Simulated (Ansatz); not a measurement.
Consider the hydrogen abstraction from the S–H bond: `[SH][GeH2][Cl]` + `[CH3]`• → `[S][GeH2][Cl]`• + CH₄.

Computed with Ansatz on PBE0-D4/def2-TZVP structures; ΔE is electronic, products minus reactants. CCSD(T)/CBS is the MP2 limit (def2-TZVPP, def2-QZVPP) plus CCSD(T) − MP2 in def2-TZVPP, frozen cores. This one scheme is used for every species. DFT in def2-TZVPP. B3LYP here is the variant with VWN-RPA as its local correlation; programs differ in this. Open shells (•) are unrestricted, without spin–orbit coupling. For Ge outer-core shells are correlated without core-valence functions, which leaves a few kJ/mol of doubt a bond. Scalar relativity is left out up to krypton. Each species was taken in one conformer, which may not be the lowest.

Problem. Is it downhill or uphill in electronic energy at CCSD(T)/CBS, and by how much? (An estimate is asked.)

Solution. Computed: Downhill: ΔE = -73.9 kJ/mol.

Problem. What do these levels give: B97M-V, B3LYP-D4, ωB97X-V, revPBE, MP2/def2-TZVPP, CCSD/def2-TZVPP? (An estimate is asked.)

Solution. The calculation gave: B97M-V -77.4, B3LYP-D4 -79.6, ωB97X-V -78.7, revPBE -77.6, MP2/def2-TZVPP -72.7, CCSD/def2-TZVPP -76.9 kJ/mol.

Problem. What do rigid-rotor, harmonic-oscillator terms from PBE0-D4/def2-TZVP frequencies (298.15 K, 1 bar) make of the CCSD(T)/CBS value? (An estimate is asked.)

Solution. Computed: ΔZPE = +15.9 kJ/mol, ΔH = -60.0 kJ/mol, ΔS = -12 J/(mol·K), ΔG = -56.3 kJ/mol. Open shells count their whole term as degenerate.

Largest T1 diagnostic among the species: 0.012.

Leaving LDA and LC-ωPBE aside and taking each functional with its dispersion term where it has one, the values, not all of them listed here, spread over 13.5 kJ/mol, from BLYP-D4 to r2SCAN-D4. LDA lies −4.8 kJ/mol from PBE without D4. At CCSD(T), def2-SVP lies −11.4 kJ/mol from the extrapolated value and def2-TZVPP −2.3 kJ/mol.
